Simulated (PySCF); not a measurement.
Run record for `FC(F)(F)c1cn[nH]n1`: BP86/def2-SVPD, full TDDFT, 3 singlets.

Method: TDDFT BP86/def2-SVPD, vertical, gas phase, core orbitals frozen in the response (PySCF 2.14.0, density-fitted response routines). Geometry: GFN2-xTB. The command runs a driver script over a list of jobs; the input below is this job's line of settings and its coordinates in Å.

Command:
```bash
OMP_NUM_THREADS=1 python probes_run.py task.json out
```

Input:
```
{"job": {"kind": "uv", "xc": "BP86", "basis": "def2-SVPD", "nstates": 3, "ntriplets": 5, "tda": false}, "charge": 0, "multiplicity": 1}
F     -1.968697    -1.181155    -0.987512
C     -1.606261    -0.313229    -0.032407
F     -2.267934     0.828424    -0.278488
F     -2.083773    -0.792434     1.124880
C     -0.136047    -0.084835     0.005933
C      0.581071     1.110985    -0.173124
N      1.863627     0.824725    -0.051503
N      1.898337    -0.463035     0.185113
N      0.738490    -1.059106     0.230632
H      0.222460     2.097637    -0.372627
H      2.764151    -0.965306     0.323138
```

**Question.** What does the run print?

**Answer.** 
```
coarse grid: 10944 points
cycle   1  E = -578.6635825545  dE =  1.696e+00  |g| = 8.710e-01  |ddm| = 5.625e+00
cycle   2  E = -578.2964353488  dE =  3.671e-01  |g| = 1.709e+00  |ddm| = 2.848e+00
cycle   3  E = -578.7982757011  dE = -5.018e-01  |g| = 1.313e-01  |ddm| = 1.818e+00
cycle   4  E = -578.7989860813  dE = -7.104e-04  |g| = 1.187e-01  |ddm| = 3.999e-01
cycle   5  E = -578.8021913702  dE = -3.205e-03  |g| = 2.993e-02  |ddm| = 1.867e-01
cycle   6  E = -578.8023757627  dE = -1.844e-04  |g| = 9.743e-03  |ddm| = 5.723e-02
cycle   7  E = -578.8023903187  dE = -1.456e-05  |g| = 5.169e-03  |ddm| = 1.910e-02
cycle   8  E = -578.8023963719  dE = -6.053e-06  |g| = 8.529e-04  |ddm| = 8.426e-03
final grid: 112160 points
cycle   9  E = -578.8907674010  dE = -5.368e-05  |g| = 4.131e-03  |ddm| = 1.181e-01
cycle  10  E = -578.8907554129  dE =  1.199e-05  |g| = 8.412e-03  |ddm| = 2.050e-02
cycle  11  E = -578.8907704637  dE = -1.505e-05  |g| = 1.736e-03  |ddm| = 1.370e-02
cycle  12  E = -578.8907712127  dE = -7.489e-07  |g| = 5.589e-04  |ddm| = 3.432e-03
cycle  13  E = -578.8907712328  dE = -2.014e-08  |g| = 1.949e-04  |ddm| = 8.459e-04
cycle  14  E = -578.8907712396  dE = -6.793e-09  |g| = 7.743e-05  |ddm| = 3.852e-04
cycle  15  E = -578.8907712408  dE = -1.198e-09  |g| = 2.568e-05  |ddm| = 1.292e-04
cycle  16  E = -578.8907712409  dE = -1.439e-10  |g| = 6.085e-06  |ddm| = 4.307e-05
converged SCF energy = -578.8907712409

Static polarisability (au): isotropic 57.698, principal 41.567 60.203 71.324

Singlet excitations
state   eV       nm        f      main configurations
  1   5.8147    213.2   0.00000   H->L 0.97
  2   6.4884    191.1   0.06289   H-1->L 0.78, H-2->L+1 0.17
  3   6.6489    186.5   0.00095   H-3->L 0.52, H->L+1 0.45

Triplet excitations (Tamm-Dancoff, eV): 5.1094 5.1386 5.2403 5.9890 6.0989
```

The SCF starts on a coarse grid where the log names one; the energy can jump when the final grid takes over, and dE then counts from the start density on the new grid. H and L stand for HOMO and LUMO; the number after each pair is its weight.

**Question.** Give S1 in cm⁻¹ and kJ/mol.

**Answer.** 5.8147 eV × 8065.54 = 46899 cm⁻¹; × 96.485 = 561.0 kJ/mol.

**Question.** How does the lowest singlet excitation compare with the HOMO–LUMO gap?

**Answer.** HOMO -7.67 eV and LUMO -2.14 eV give a gap of 5.53 eV; S1 at 5.81 eV lies 0.28 eV above it.

In short: SCF converged in 16 cycles with 205 basis and 765 fitting functions; HOMO -7.67 eV, LUMO -2.14 eV; lowest singlet 5.81 eV; lowest triplet 5.11 eV (Tamm–Dancoff); mean polarisability 57.7 au.

**Question.** How long does this job take on one thread of an Arm Neoverse V2, shared host? And the peak memory of the process?

**Answer.** About 34 s, with 0.68 GiB resident at the peak, the Python interpreter and its libraries included.

Shape of the structure used: `[F:1][C:2]([F:3])([F:4])[c:5]1[cH:6][n:7][nH:8][n:9]1`: F1–C2–C5–C6 120°.
